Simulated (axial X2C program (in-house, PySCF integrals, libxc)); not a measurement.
**Worked dissociation energy of SeCl: TPSS, non-relativistic**

Computed with an in-house relativistic program for diatomic molecules. The Hamiltonian is the X2C one with the speed of light multiplied by 100, which is the non-relativistic limit. Basis: Se dyall-v3z [8s8p5d1f], Cl dyall-v3z [7s7p2d1f] (cores contracted in-house); Gaussian nuclei, density fitting, unrestricted open shells. Masses: Se 79.917 u, Cl 34.969 u.

Molecular state: M_S = 1/2, Λ = 1 (beyond evenly filled blocks: π+α, π+β, π-α).

| Property | Result |
| --- | --- |
| E(Se) (2M_S = 2, M_L = 0) | -2401.461993 hartree |
| E(Cl) (2M_S = 1, M_L = 0) | -460.181478 hartree |
| E(SeCl) at Re | -2861.748976 hartree |
| ωe | 435.8 cm⁻¹ |
| ωexe | 1.45 cm⁻¹ |

Problem. Work out De and D0.

Solution. De = -2401.461993 + (-460.181478) − (-2861.748976) = 0.10551 hartree = 2.871 eV. The zero-point energy is ωe/2 − ωexe/4 = 218 cm⁻¹ = 0.027 eV, so D0 = 2.844 eV.

The state is one determinant whose occupation by symmetry is held fixed; it was picked as the lowest of a PBE0 search that is not exhaustive. De is counted from the lowest determinant-based energies of the atoms at the same level, without counterpoise correction. The functionals have no current-density term, which raises determinants with orbital currents, atoms included.

Each atomic determinant is the lowest at this level and need not be a pure term. Totals compare only within one Hamiltonian and basis.
